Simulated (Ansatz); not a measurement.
A made-up structure of SiHTeO (charge +1), closed shell:

```xyz
4
angstrom
O -0.7973 0.2494 0.2464
Si -1.7915 0.6873 1.2709
Te 0.7784 -0.4514 -1.4161
H 1.8105 -0.4853 -0.1012
```

It is relaxed with PBE-D4/def2-SVP and then PBE0-D4/def2-TZVP (Ansatz 0.2.0). Atoms count as bonded within 1.22 times the sum of their covalent radii (H–H: 0.88 Å). The end point is not checked to be a true minimum.

Does its bonding change? (A judgement: the text doesn't fix the answer.)

By the calculation: No: no bond forms or breaks.

Where it ends: The first stage lowers the energy by 0.56 eV in 6 steps. It ends as SiHTeO ([Si][O][TeH]), total charge +1:
```csv
atom,x (Å),y (Å),z (Å)
O1,-0.6922,0.2088,0.1703
Si2,-1.7495,0.6633,1.1964
Te3,0.6236,-0.3832,-1.2565
H4,1.8181,-0.4889,-0.1102
```

Labels in which every atom is bracketed show which atoms are joined, not bond orders.

For scale, one of the runs: PBE0-D4/def2-TZVP relaxation, 124 basis functions, launched by `ansatz run in.yaml --threads 2 --pin off --events-out ev --progress --plain --max-ram 4352MiB`. Hardware: 2 CPU threads of an Arm Neoverse V1, shared host. Wall time about 18 s.
